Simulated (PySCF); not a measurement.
PySCF 2.14 output of an unrestricted B2PLYP calculation on a single atom or ion in aug-cc-pwCVDZ-PP with ECP60MDF, with a scalar-relativistic core potential:

```
SCF conv_tol = 1e-09
number electrons alpha = 9  beta = 8
    A. D. Becke.,  Phys. Rev. A 38, 3098 (1988)
    C. Lee, W. Yang, and R. G. Parr.,  Phys. Rev. B 37, 785 (1988)
    B. Miehlich, A. Savin, H. Stoll, and H. Preuss.,  Chem. Phys. Lett. 157, 200 (1989)
cycle= 1 E= -150.875704480856  delta_E= -0.00473  |g|= 0.0156  |ddm|= 0.133
cycle= 2 E= -150.875817523866  delta_E= -0.000113  |g|= 0.00482  |ddm|= 0.0305
cycle= 3 E= -150.875835025544  delta_E= -1.75e-05  |g|= 0.00213  |ddm|= 0.0113
cycle= 4 E= -150.875839971968  delta_E= -4.95e-06  |g|= 0.000663  |ddm|= 0.00681
cycle= 5 E= -150.875841016567  delta_E= -1.04e-06  |g|= 8.41e-05  |ddm|= 0.00488
cycle= 6 E= -150.875841031402  delta_E= -1.48e-08  |g|= 1.91e-05  |ddm|= 0.000491
cycle= 7 E= -150.87584103228  delta_E= -8.78e-10  |g|= 1.05e-06  |ddm|= 0.000142
converged SCF energy = -150.87584103228  <S^2> = 0.75225706  2S+1 = 2.0022558
```

The run itself started from symmetry-adapted Hartree-Fock orbitals and held the occupation by maximum overlap, on a logarithmic radial grid, so the iterations belong to that start.

Q: Which element, charge and spin multiplicity is this?

A: Hg³⁺ (mercury, charge +3), multiplicity 2; the state was [Xe] 4f14 5d9, 2D determinant. The SCF energy lacks the PT2 part of the double hybrid.

Energies and moments cover only the electrons outside the core potential. Spin-orbit coupling, absent here, splits the open shell strongly.
